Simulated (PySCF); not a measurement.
AlH3, SMILES [AlH3+] (connectivity only; charge and spin as stated), charge +1, multiplicity 2. Atoms are numbered in the order given.

```xyz
4

Al     0.0000     0.0000     0.0809
H      0.0000     0.8804    -1.3384
H      0.0000    -0.8804    -1.3384
H      0.0000     0.0000     1.6250
```
Charge +1, spin multiplicity 2.

Geometry: ωB97X-D3(BJ)/def2-TZVPD.

Two levels are set side by side: PBE/pcH-1 (PySCF) and B3LYP/pcH-1 (PySCF). Contact hyperfine couplings, same geometry. Differences are taken from unrounded values.

```
quantity                         B3LYP    PBE  PBE minus B3LYP
------------------------------  ------  -----  ---------------
A(iso) of 27Al, atom Al1 (MHz)  -141.6  -98.6             42.9
A(iso) of 1H, atom H2 (MHz)      800.7  732.5            -68.2
A(iso) of 1H, atom H3 (MHz)      800.7  732.5            -68.2
A(iso) of 1H, atom H4 (MHz)      -53.4  -50.4              3.0
```

Rough cost on one machine, each run with all the roots and properties that it gave: B3LYP against PBE within a factor of 2.
